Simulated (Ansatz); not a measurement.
Basis-set series for `[SiH3][Al]([Cl])[Cl]`. Total charge 0; spin multiplicity 1. The structure was optimised at the PBE0-D4/def2-TZVP level.

```xyz
7

Si   -0.949   -0.321   -0.534
Al    1.076    0.361    0.629
Cl    2.622    1.329   -0.394
Cl    1.361    0.014    2.670
H    -1.903   -0.982    0.395
H    -1.606    0.869   -1.140
H    -0.600   -1.270   -1.626
```

| functional | basis | functions | energy (Eh) | HOMO (eV) | LUMO (eV) |
| --- | --- | --- | --- | --- | --- |
| PBE0-D4 | def2-TZVPP | 210 | -1453.77513 | -8.31 | -1.86 |
| PBE0-D4 | def2-QZVPP | 370 | -1453.81920 | -8.33 | -1.90 |
| ωB97M-V | def2-TZVPP | 210 | -1454.22026 | -10.29 | -0.13 |
| ωB97M-V | def2-QZVPP | 370 | -1454.26237 | -10.32 | -0.22 |

(1) Give the rows for def2-SVP. (Best estimate.)

Results:

(1) The calculation gave: 
```csv
functional,basis,functions,energy (Eh),HOMO (eV),LUMO (eV)
PBE0-D4,def2-SVP,87,-1453.27098,-8.30,-1.75
ωB97M-V,def2-SVP,87,-1453.71930,-10.24,0.04
```

Program: Ansatz 0.2.0.
